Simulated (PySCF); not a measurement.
Delta-SCF ions had no search for a lower state. Excitations are Tamm–Dancoff values on a coarser integration grid. The basis has no diffuse functions, so Rydberg states are missing or too high.

Cartesian coordinates (Å):
SMILES: BB(B)B
```xyz
10

B     -0.4748     1.4541    -0.5280
B      0.0004     0.0007    -0.0001
B     -1.0947    -1.1580     0.2735
B      1.5701    -0.2958     0.2545
H     -0.7511     2.3213     0.2490
H     -0.5561     1.6767    -1.7010
H     -1.4083    -1.9146    -0.5990
H     -1.6033    -1.2702     1.3510
H      2.0616    -0.0848     1.3250
H      2.2562    -0.7295    -0.6250
```
Charge 0, spin multiplicity 1.

**Question.** What HOMO–LUMO gap, S1 excitation (TDA), vertical ionisation energy (Delta-SCF), brightest of the four lowest singlets (TDA), LUMO, total energy, HOMO and dipole moment does PBE0-D4/def2-TZVP (PySCF) give?

**Answer.** 
HOMO–LUMO gap: 6.61 eV
S1 excitation (TDA): 4.83 eV
vertical ionisation energy (Delta-SCF): 10.63 eV
brightest of the four lowest singlets (TDA): 5.52 eV
LUMO: -1.95 eV
total energy: -2796.78 eV
HOMO: -8.56 eV
dipole moment: 0.00 D
